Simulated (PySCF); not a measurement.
A structure optimised at PBE-D3(BJ)/def2-TZVP, used in a PySCF frequency run:

```
Si
H 1 1.5015
Cl 1 2.0654 2 107.52
Cl 1 2.0654 2 107.52 3 -118.77
```
Charge 0, spin multiplicity 2.

Write its SMILES, formula and point group.

Cl[SiH]Cl, Cl₂HSi, Cs

What are its rotational constants (standard atomic weights)?

15.639, 2.4630, 2.1547 GHz
